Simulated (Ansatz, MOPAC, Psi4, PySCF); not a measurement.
Dimer: H4SeSi (SMILES [SiH3][SeH]) (first 6 atoms) with HF (SMILES F); geometry from B3LYP-D3(BJ)/def2-TZVP, rigid monomers moved along the line of their centres of mass till Se2···H8 is 3.29 Å.
(charge 0, multiplicity 1):
```xyz
8

Si     0.61403    -1.35464     0.86011
Se    -0.47344     0.68384     0.98736
H      0.05015    -2.15992    -0.24271
H      2.01750    -0.99594     0.57953
H      0.48859    -2.07773     2.13964
H     -1.75220     0.08040     1.39748
F      1.14749     0.90474     4.86502
H      0.69650     1.01427     4.04778
```

Monomers are frozen at their geometry in the pair; levels with a basis set take the counterpoise correction. Rows marked so take none.

Frozen-core correlation. Filled d and f shells under p-block atoms count as core. CBS: X⁻³ extrapolation of the correlation energy, Hartree–Fock from the larger set. Rows in 6-31G* carry no dispersion term and start afresh at each structure (6-31G* with six Cartesian d functions); the Pople sets are all-electron and without relativity. MP2/6-31G* freezes PySCF's default core, which leaves 3d correlated. The state reached by PM3, PM6 isn't checked.

Programs: Ansatz (Gaussian orbitals); MOPAC for PM3, PM6 (differences of heats of formation); Psi4 for SAPT; PySCF for 6-31G* rows, the dispersion terms. Each number belongs to the level named beside it.

```csv
level,interaction energy (meV)
PM3,-90.1
PM6,-24.7
HF/def2-SVPD,-102.2
PBE-D3(BJ)/def2-TZVPPD,-135.4
MP2/6-31G* (no counterpoise),-131.5
MP2/def2-SVPD,-114.6
MP2/def2-TZVPPD,-109.1
"MP2/CBS(def2-SVPD, def2-TZVPPD)",-110.6
SAPT0/aug-cc-pVDZ,___
```

Question: Fill in the missing entries.

Answer: 
- SAPT0/aug-cc-pVDZ, interaction energy (meV): -124.0

Ansatz is a program for electronic structure.
